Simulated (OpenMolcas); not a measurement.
V3+: effect of the metal basis and ligand basis

V3+ with 6 ligands (chloride) in octahedral coordination (Oh) at 2.4 Å. A charge of +0.5 e stands 2.4 Å behind each ligand.

```
Program             : OpenMolcas 26.06
Method              : SS-CASPT2, IPEA 0.25 Eh, imaginary shift 0.1 Eh (closed shells correlated: 3s 3p and the ligand valence shells)
Spin-orbit coupling : state interaction with AMFI integrals over the reference wave functions
```

Fixed: active space 2 electrons in 5 orbitals (3d), DKH2 Hamiltonian.

States (labels of O, the rotations of Oh). Energies in cm-1 above the lowest state or level, χT in cm3 K/mol; under a threefold ground state the first gap can be a small split of the lowest multiplet, not the spin-orbit step; 10Dq and B are least-squares fits to the states below 45000 cm-1, weighted by degeneracy, with a free offset, and given where the rms deviation is under 5 % of |10Dq| (or 100 cm-1) and under 700 cm-1.

| Run | Metal basis | Ligand basis | Ground state | First state of that spin | 10Dq | B (rms of fit) | First gap with spin-orbit (degeneracies) | χT at 300 K | First state of another spin | Cost |
| --- | --- | --- | --- | --- | --- | --- | --- | --- | --- | --- |
| A | ANO-RCC-VDZP | ANO-RCC-VDZP | 3T1 | 3T2 11060 | 12132 | 727 (256) | 6 (2, 3) | 0.897 | 1T2 9680 | roughly 100 core-seconds |
| B | ANO-RCC-VTZP | ANO-RCC-VTZP | 3T1 | 3T2 11090 | 11985 | 716 (256) | 6 (2, 3) | 0.905 | 1T2 9300 | roughly 7 core-minutes |

Against A, |10Dq| changes by -1.2 % in B.

Costs are those of the CASPT2 steps.

Roots that are degenerate in the reference are averaged as groups; the widest CASPT2 spread within a group is 110 cm-1 (the 3-fold group of multiplicity 3 near 11100 cm-1 above the lowest state of its run, B). Shifts and gaps below about the spread of the groups concerned are not significant. Over all roots computed the reference weight is 0.66 to 0.68 in A, 0.62 to 0.64 in B; a low but even weight reflects the number of correlated electrons. An orbital triplet at a regular site is open to Jahn-Teller coupling, which can distort the site and quench the lowest spin-orbit gaps and is left out. Ligand-to-metal charge-transfer states are missing. With no ligand orbital active B as a rule stays too high, so bands that hang on it stand too high and its fall with covalency is understated. With one d shell and no ligand orbital active, 10Dq can be off by a tenth or more. The least metal-like active orbital is 85 % on the metal (Löwdin) and no ligand orbital is active, so the numbers are rough (holds for B). No measured value stands beside these numbers; the geometry was imposed, not optimised, and the real ion may take another.
